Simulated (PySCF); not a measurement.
A geometry optimisation on `CC(C)(C)[NH][Sn]([Cl])([Cl])[NH]C(C)(C)C` (SnCl2(NHtBu)2).

Method: PBE0-D3(BJ)/def2-SVP geometry optimisation, gas phase, def2 core potentials past Kr (PySCF 2.14.0). Start geometry: GFN2-xTB. A driver script takes a list of jobs; this job's settings line and coordinates (Å) are shown.

Command:
```bash
OMP_NUM_THREADS=2 python probes_run.py task.json out
```

Input:
```
{"job": {"xc": "PBE0", "basis": "def2-SVP", "d3": "d3bj", "grid": 1, "maxiter": 40, "shake": 0.03, "kind": "geom"}, "charge": 0, "multiplicity": 1}
Sn     0.835190    -0.076820     0.052840
Cl     1.836140    -0.011340     2.175650
Cl     2.424920    -0.002810    -1.518880
N     -0.329200     1.640650    -0.441120
C     -0.156070     2.993790    -0.109750
C      1.261250     3.384430    -0.502590
C     -1.113730     3.851570    -0.890940
C     -0.299070     3.306460     1.398590
H     -1.375410     1.432980    -0.053810
H      1.438310     4.428430    -0.349890
H      1.966060     2.825160     0.147190
H      1.449050     3.094400    -1.512940
H     -1.112530     3.670180    -1.978210
H     -1.005530     4.922800    -0.702170
H     -2.179200     3.601020    -0.598130
H      0.348400     2.733710     2.021270
H     -1.355330     3.075470     1.711760
H     -0.193220     4.356770     1.649680
N     -0.435280    -1.656610    -0.421660
C     -0.215530    -2.993050    -0.069680
C     -0.372430    -3.296690     1.378950
C     -1.119050    -3.916330    -0.919890
C      1.297950    -3.329990    -0.581730
H     -1.382140    -1.409780    -0.118180
H     -0.092870    -4.384620     1.629050
H      0.346290    -2.660900     1.988710
H     -1.347070    -3.104390     1.774260
H     -2.140070    -3.611170    -0.554860
H     -0.941420    -4.931920    -0.754700
H     -1.061290    -3.591040    -1.994010
H      1.983020    -2.843510     0.105060
H      1.443710    -3.113700    -1.605040
H      1.451860    -4.394950    -0.390540
```

Task: Give the output.

Result: 
```
step   0  E = -1559.78622281  max force = 0.076872
step   1  E = -1559.82842246  max force = 0.030630
step   2  E = -1559.83837048  max force = 0.016759
step   3  E = -1559.83979244  max force = 0.004859
step   4  E = -1559.84021515  max force = 0.002981
step   5  E = -1559.84041039  max force = 0.001445
step   6  E = -1559.84049165  max force = 0.000677
step   7  E = -1559.84051975  max force = 0.000494
step   8  E = -1559.84052043  max force = 0.000277
optimisation converged
```

Energies in Eh; «max force» is the largest Cartesian gradient component in Eh/bohr.

Task: How much energy does the optimisation release, in kcal/mol?

Result: E(step 0) − E(last step) = 0.054298 Eh, which is 34.1 kcal/mol.

Task: Give the first gradient maximum in eV/Å.

Result: With 1 Eh/bohr = 51.422 eV/Å, 3.953 eV/Å.

In short: final energy -1559.84052 Eh after 8 steps; dipole 3.33 D.

On 2 threads of an Intel Xeon Platinum 8259CL at 2.50 GHz, no GPU, shared host, this took 16 min wall, 33 min CPU and 2.8 GiB of memory at its peak.
Labels such as C1 count atoms from 1, the log's own numbers from 0.
